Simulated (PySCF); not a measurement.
C5H11Si, doublet, geometry from GFN2-xTB; MN15/STO-3G (PySCF).

Here is a job for PySCF.
```python
from pyscf import gto, scf, dft

mol = gto.Mole()
mol.atom = '''
    C     0.14448645    2.33517149   -1.12412862
    C     0.65102697    1.50523725   -0.28117228
    Si   -0.00433906   -0.27160853    0.14065850
    C    -0.40943509   -0.31259644    2.00530085
    C    -1.55808201   -0.65114497   -0.89294607
    C     1.38929570   -1.51328348   -0.25771238
    H    -0.69504943    2.32329597   -1.78512354
    H     1.53767091    1.76376229    0.28640111
    H    -0.77728748   -1.28958076    2.30547255
    H    -1.17047554    0.41857297    2.26060601
    H     0.46872598   -0.09488517    2.60575706
    H    -2.34937526    0.06347837   -0.68864491
    H    -1.34202296   -0.60894847   -1.95601165
    H    -1.94597047   -1.64215993   -0.67545202
    H     2.28238812   -1.30553916    0.32395847
    H     1.08309078   -2.53141865   -0.03510036
    H     1.66530009   -1.47436124   -1.30713062
'''
mol.basis = 'sto-3g'
mol.spin = 1
mol.verbose = 4
mol.build()

mf = dft.UKS(mol)
mf.xc = 'mn15'
mf.grids.level = 0
mf.kernel()
```

It wrote (shortened):

```
PySCF version 2.14.0

[INPUT] verbose = 4
[INPUT] num. atoms = 17
[INPUT] num. electrons = 55
[INPUT] charge = 0
[INPUT] spin (= nelec alpha-beta = 2S) = 1
[INPUT] symmetry False subgroup None
[INPUT] Mole.unit = angstrom
[INPUT] Symbol           X                Y                Z      unit          X                Y                Z       unit  Magmom
[INPUT]  1 C      0.144486450000   2.335171490000  -1.124128620000 AA    0.273039819211   4.412834569993  -2.124295220585 Bohr   0.0
[INPUT]  2 C      0.651026970000   1.505237250000  -0.281172280000 AA    1.230262673005   2.844486154993  -0.531338603020 Bohr   0.0
[INPUT]  3 Si    -0.004339060000  -0.271608530000   0.140658500000 AA   -0.008199635038  -0.513265734796   0.265806042092 Bohr   0.0
[INPUT]  4 C     -0.409435090000  -0.312596440000   2.005300850000 AA   -0.773720185887  -0.590721659114   3.789469403858 Bohr   0.0
[INPUT]  5 C     -1.558082010000  -0.651144970000  -0.892946070000 AA   -2.944348278512  -1.230485660688  -1.687423516307 Bohr   0.0
[INPUT]  6 C      1.389295700000  -1.513283480000  -0.257712380000 AA    2.625388379036  -2.859691326029  -0.487005817110 Bohr   0.0
[INPUT]  7 H     -0.695049430000   2.323295970000  -1.785123540000 AA   -1.313453065735   4.390393089606  -3.373394589114 Bohr   0.0
[INPUT]  8 H      1.537670910000   1.763762290000   0.286401110000 AA    2.905776889611   3.333027676936   0.541219659671 Bohr   0.0
[INPUT]  9 H     -0.777287480000  -1.289580760000   2.305472550000 AA   -1.468860457253  -2.436954451908   4.356711707203 Bohr   0.0
[INPUT] 10 H     -1.170475540000   0.418572970000   2.260606010000 AA   -2.211878206102   0.790988276446   4.271926234446 Bohr   0.0
[INPUT] 11 H      0.468725980000  -0.094885170000   2.605757060000 AA    0.885763729668  -0.179306984583   4.924167190552 Bohr   0.0
[INPUT] 12 H     -2.349375260000   0.063478370000  -0.688644910000 AA   -4.439675805229   0.119956734134  -1.301350276976 Bohr   0.0
[INPUT] 13 H     -1.342022960000  -0.608948470000  -1.956011650000 AA   -2.536055847278  -1.150745832273  -3.696326314959 Bohr   0.0
[INPUT] 14 H     -1.945970470000  -1.642159930000  -0.675452020000 AA   -3.677351234791  -3.103232520435  -1.276419328084 Bohr   0.0
[INPUT] 15 H      2.282388120000  -1.305539160000   0.323958470000 AA    4.313088456761  -2.467111457295   0.612192784033 Bohr   0.0
[INPUT] 16 H      1.083090780000  -2.531418650000  -0.035100360000 AA    2.046744942242  -4.783687955116  -0.066330067274 Bohr   0.0
[INPUT] 17 H      1.665300090000  -1.474361240000  -1.307130620000 AA    3.146961085314  -2.786138952274  -2.470118880833 Bohr   0.0

nuclear repulsion = 285.927533753874
number of shells = 31
number of NR pGTOs = 135
number of NR cGTOs = 45
basis = sto-3g
ecp = {}

******** <class 'pyscf.dft.uks.UKS'> ********
method = UKS
initial guess = minao
damping factor = 0
level_shift factor = 0
DIIS = <class 'pyscf.scf.diis.CDIIS'>
diis_start_cycle = 1
diis_space = 8
diis_damp = 0
SCF conv_tol = 1e-09
SCF conv_tol_grad = None
SCF max_cycles = 50
direct_scf = True
direct_scf_tol = 1e-13
number electrons alpha = 28  beta = 27
XC library pyscf.dft.libxc version 7.1.2
    S. Lehtola, C. Steigemann, M. J. T. Oliveira, and M. A. L. Marques,  SoftwareX 7, 1–5 (2018)
XC functionals = mn15
    H. S. Yu, X. He, S. L. Li, and D. G. Truhlar,  Chem. Sci. 7, 5032–5051 (2016)
    H. S. Yu, X. He, S. L. Li, and D. G. Truhlar,  Chem. Sci. 7, 5032–5051 (2016)
radial grids:
    Treutler-Ahlrichs [JCP 102, 346 (1995); DOI:10.1063/1.469408] (M4) radial grids

becke partition: Becke, JCP 88, 2547 (1988); DOI:10.1063/1.454033
pruning grids: <function nwchem_prune>
grids dens level: 0
symmetrized grids: False
atomic radii adjust function: <function treutler_atomic_radii_adjust>
small_rho_cutoff = 0
Set gradient conv threshold to 3.16228e-05
tot grids = 13880
init E= -479.218514792688

cycle= 1 E= -479.008396837336  delta_E= 0.21  |g|= 0.22  |ddm|= 3.48
cycle= 2 E= -479.036170599981  delta_E= -0.0278  |g|= 0.143  |ddm|= 0.556
cycle= 3 E= -479.04958563987  delta_E= -0.0134  |g|= 0.0232  |ddm|= 0.213
cycle= 4 E= -479.050259959653  delta_E= -0.000674  |g|= 0.0172  |ddm|= 0.0655
cycle= 5 E= -479.050518803448  delta_E= -0.000259  |g|= 0.00664  |ddm|= 0.0284
cycle= 6 E= -479.050593107  delta_E= -7.43e-05  |g|= 0.00282  |ddm|= 0.0168
cycle= 7 E= -479.050620279489  delta_E= -2.72e-05  |g|= 0.00102  |ddm|= 0.0133
cycle= 8 E= -479.050624368671  delta_E= -4.09e-06  |g|= 0.000411  |ddm|= 0.00511
cycle= 9 E= -479.050625071598  delta_E= -7.03e-07  |g|= 6.91e-05  |ddm|= 0.00271
cycle= 10 E= -479.050625081246  delta_E= -9.65e-09  |g|= 2.89e-05  |ddm|= 0.000312
cycle= 11 E= -479.050625081844  delta_E= -5.97e-10  |g|= 8.51e-06  |ddm|= 5.13e-05
Extra cycle  E= -479.050625081913  delta_E= -6.97e-11  |g|= 5.58e-06  |ddm|= 2.24e-05
converged SCF energy = -479.050625081913  <S^2> = 0.762195  2S+1 = 2.012158
```
